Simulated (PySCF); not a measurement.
Vertical excitations of a molecule C4H5NSi from TDDFT-PBE/def2-SVPD (PySCF), as energy in eV (oscillator strength): 4.90 (0.031), 5.13 (0.002), 5.42 (0.001), 5.57 (0.004), 5.73 (0.002), 5.80 (0.001), 5.88 (0.003), 5.97 (0.005), 5.99 (0.009), 6.18 (0.050). Lowest triplet (TDA): 4.51 eV. The structure is a stationary point at PBE0-D3(BJ)/def2-SVP. One conformer was computed; it need not be the lowest.

**Question.** Identify the compound among the candidates.
A) C=C=C([SiH3])C#N
B) C#C[SiH](N)C#C
C) N#CC=C=C[SiH3]
D) N#CC1=CC[SiH2]1

**Answer.** B, C#C[SiH](N)C#C
